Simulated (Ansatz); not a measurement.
Reactions of `NC(N)=C[SiH3]`.

Program: Ansatz. Geometries: PBE0-D4/def2-TZVP. ΔE: electronic, gas phase. CCSD(T)/CBS is the MP2 limit (def2-TZVPP, def2-QZVPP) plus CCSD(T) − MP2 in def2-TZVPP, frozen cores. DFT in def2-TZVPP. For Ge, Sc outer-core shells are correlated without core-valence functions, which leaves a few kJ/mol of doubt a bond. Scalar relativity is left out up to krypton. One conformer a species, not always the lowest.

```csv
reaction,CCSD(T)/CBS(def2) (eV)
`NC(N)=C[SiH3]` + `[OH][AlH][SiH3]` → `[SiH3][O][AlH][SiH3]` + `C=C(N)N`,-0.96
`NC(N)=C[SiH3]` + `C[CH2][GeH3]` → `C[CH2][GeH2][SiH3]` + `C=C(N)N`,-0.03
`NC(N)=C[SiH3]` + `B[SiH2]OC` → `B[SiH2]OC[SiH3]` + `C=C(N)N`,0.35
`NC(N)=C[SiH3]` + `[CH3][Al]([OH])[OH]` → `[CH3][Al]([OH])[O][SiH3]` + `C=C(N)N`,?
`NC(N)=C[SiH3]` + `[OH][Sc]([OH])[OH]` → `[OH][Sc]([OH])[O][SiH3]` + `C=C(N)N`,-1.05
```

Task: Fill in the missing values. (Best estimate.)

Result: The calculation gave: `NC(N)=C[SiH3]` + `[CH3][Al]([OH])[OH]` → `[CH3][Al]([OH])[O][SiH3]` + `C=C(N)N`: -1.00 eV.

Largest T1 diagnostic: 0.016, for `[OH][Sc]([OH])[OH]`.
